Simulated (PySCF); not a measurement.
Löwdin shares of the frontier orbitals

Compound: C₃H₉BO.
Geometry (PBE0-D3(BJ)/def2-SVP, Å), atoms numbered from 1 in this order:
```xyz
14
C3H9BO angstrom
B     -2.516   -0.708    0.891
O     -1.575    0.230    1.055
C     -0.485    0.395    0.172
C      0.819    0.046    0.860
C      2.029    0.304   -0.022
H     -3.391   -0.765    1.723
H     -2.471   -1.458   -0.065
H     -0.475    1.451   -0.147
H     -0.631   -0.228   -0.729
H      0.887    0.630    1.793
H      0.785   -1.015    1.161
H      2.004   -0.313   -0.934
H      2.081    1.359   -0.338
H      2.964    0.072    0.509
```

Method: TDDFT CAM-B3LYP/def2-SVPD, vertical, gas phase, core orbitals frozen in the response (PySCF).

Kohn–Sham orbitals with the atoms that hold most of them (Löwdin shares over 4%, at most four atoms; ? is withheld):

```csv
orbital,ε (eV),atoms
HOMO-3,-11.67,"C5 21%, O2 16%, H13 12%, C4 11%"
HOMO-2,-10.86,"C4 23%, C3 17%, H10 11%, C5 9%"
HOMO-1,-10.53,"O2 36%, C3 19%, C4 16%, B1 7%"
HOMO,?,?
LUMO,0.69,?
LUMO+1,1.25,"B1 31%, C5 16%, C4 9%, C3 6%"
LUMO+2,1.67,"B1 39%, C5 18%, H14 8%, H13 8%"
```

Task: Which atoms hold the LUMO, and with what shares?

Result: B1 (bonded to O and 2 H) 44%; O2 (bonded to B and C) 26%; H7 (bonded to B) 12%; H6 (bonded to B) 11%. By element: boron 44%, oxygen 26%, hydrogen 23% or more.

Task: Give the leading atoms of the HOMO.

Result: O2 (bonded to B and C) 33%; B1 (bonded to O and 2 H) 27%; H7 (bonded to B) 16%; H6 (bonded to B) 14%. By element: oxygen 33%, hydrogen 30% or more, boron 27%.

Task: What is the HOMO energy, and the HOMO–LUMO gap?

Result: ε(HOMO) = -9.98 eV; the gap is 10.66 eV (0.3919 hartree).

Task: The HOMO–LUMO gap is 10.66 eV. Where does the response calculation put the lowest singlet, and from which orbitals?

Result: S1 is at 6.30 eV (f = 0.0001), 4.36 eV below the gap, made of HOMO→LUMO (95%). Without the coupling terms of the response equations the lowest excitation would equal the gap.

Task: Give energy, strength and leading configuration of S1, S3 and S5, and follow the Löwdin shares of the leading atoms from the occupied to the empty orbital.

Result: 
- S1 (6.30 eV, f 0.0001), HOMO→LUMO (95%): O2 33% → 26%, B1 27% → 44%
- S3 (8.14 eV, f 0.195), HOMO-1→LUMO (91%): O2 36% → 26%, C3 19% → at most 7%, B1 7% → 44%
- S5 (8.88 eV, f 0.0069), HOMO-1→LUMO+1 (78%): O2 36% → at most 7%, C3 19% → 6%, B1 7% → 31%, C5 at most 8% → 16%

Hardware: one thread, Arm Neoverse N1 (aarch64), no GPU, shared host. Cost: 3.8 min of wall time, 0.95 GiB resident at most.

One conformer stands for the species.
